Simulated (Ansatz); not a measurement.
[TaO2Cl2]- (TaCl₂O₂⁻). Charge -1, multiplicity 1. Geometry PBE-D4/def2-SVPD; atoms count from 1.

```csv
atom,x (Å),y (Å),z (Å)
Ta1,-0.031,-0.058,0.077
O2,-0.484,0.490,1.702
O3,-0.233,-1.819,0.064
Cl4,2.291,0.470,-0.312
Cl5,-1.544,0.918,-1.531
```

In the def2 sets Ta takes a core potential; there is no spin–orbit coupling.

Estimate the Mulliken populations from the PBE0/def2-TZVPD orbitals of Ansatz.


```
atom  charge (e)  d electrons
 Ta1        1.60         2.68
  O2       -0.66            –
  O3       -0.66            –
 Cl4       -0.63            –
 Cl5       -0.63            –
```
Mulliken values and Mayer orders depend strongly on the basis. With diffuse functions, as here, like atoms can get unlike values, and bond orders can come out too low or too high.

And the Mayer bond orders between bonded heavy atoms (over 0.3)?

Ta1–O2 1.87 (1.77 Å); Ta1–O3 1.87 (1.77 Å); Ta1–Cl4 0.64 (2.41 Å); Ta1–Cl5 0.64 (2.41 Å).
